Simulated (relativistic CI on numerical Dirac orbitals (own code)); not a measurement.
**Main line and satellite in the 2p photoemission of Cu²⁺: a two-state model**

Problem. An octahedral Cu²⁺ site (d9) has Δ = -0.9, V(eg) = 1.25, 10Dq = 0.65, 10Dq(ligand) = 0.7 and a core-hole attraction U_cd = 7.9 eV. Δ is defined between configuration averages. Find the d count, the distance of the satellite and its intensity.

Working.
1. The hole has eg symmetry. Its energy is −0.6 × 10Dq in d9 and Δ − 0.6 × 10Dq(ligand) in d10L, so the gap is Δ' = -0.93 eV.
2. Ground state cos θ |d9⟩ − sin θ |d10L⟩ with tan 2θ = 2V/Δ', θ = 55.2°: weights 0.326 and 0.674, n_d = 9.674.
3. The core hole pulls d10L down by U_cd: the gap becomes Δ' − U_cd = -8.83 eV, the hopping is V' = 1.25 eV, and tan 2θ' = 2V'/(Δ' − U_cd) gives θ' = 82.1°.
4. The two final states lie W = √[(Δ' − U_cd)² + 4V'²] = 9.18 eV apart. The lower, mostly d10L, is the main line.
5. In the sudden approximation the intensities are cos²(θ' − θ) and sin²(θ' − θ), so satellite/main = tan²(26.9°) = 0.26.

Check. The full cluster calculation (with spin-orbit coupling and 2p-3d multiplets, which spread the d9 satellite) gives n_d = 9.673; in its broadened 2p3/2 spectrum, cut halfway, the centroids lie 9.12 eV apart with an area ratio of 0.28.
